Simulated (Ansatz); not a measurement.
**Energy profile**

The step: SiF₃ ([F][Si]([F])[F]) + H₂ → SiHF₃ ([F][SiH]([F])[F]) + H; bonds formed: H1–Si3; bonds broken: H1–H2 (atoms numbered as in the saddle structure below).

```
atom    x (Å)    y (Å)    z (Å)
  H1  -1.0004  -0.3631   0.4907
  H2  -1.9281  -0.7000   0.9463
 Si3   0.3757   0.1364  -0.1844
  F4   1.1497   1.1097   0.7841
  F5   0.0888   0.9052  -1.5302
  F6   1.3144  -1.0881  -0.5065
```

Electronic energies by CCSD(T) at an estimated basis limit (MP2 extrapolated from triple and quadruple zeta, plus CCSD(T) − MP2 in triple zeta), on PBE0-D4/def2-TZVP structures; SiH2F3, doublet; no counterpoise correction; spin–orbit coupling, which lowers free halogen atoms and radicals such as OH and SH, is left out. Computed with Ansatz 0.2.0 (basis: def2-TZVPP and def2-QZVPP); correlated methods freeze the cores; orbitals are unrestricted. Extrapolation: Hartree–Fock as exp(−7.88 √X), correlation as X^−2.97.

Give the profile in eV, counted from the separated reactants. (Judge from chemistry; the value comes from the calculation.)

The calculation gives:
| point | eV |
| --- | --- |
| separated: H2 (H1, H2; singlet) + SiF3 (linked as [F][Si]([F])[F]; Si3, F4, F5, F6; doublet) | 0.000 |
| start structure | 0.001 |
| saddle | 0.573 |
| end structure | 0.158 |
| separated: SiHF3 (linked as [F][SiH]([F])[F]; H1, Si3, F4, F5, F6; singlet) + H (H2; doublet) | 0.161 |

The T1 diagnostic stays at or below 0.014. ⟨S²⟩ of the unrestricted Hartree–Fock references: 0.75 to 0.77 (a pure state has 0.75).

Radical steps of this kind take place in plasma deposition and etching.

For scale, one of the runs: CCSD(T)/def2-TZVPP, 163 basis functions (an equivalent command: `ansatz run in.yaml --threads 4`). Time: 2.4 min of wall clock on 4 CPU threads; the host was shared. Peak host memory: 3.4 GiB.
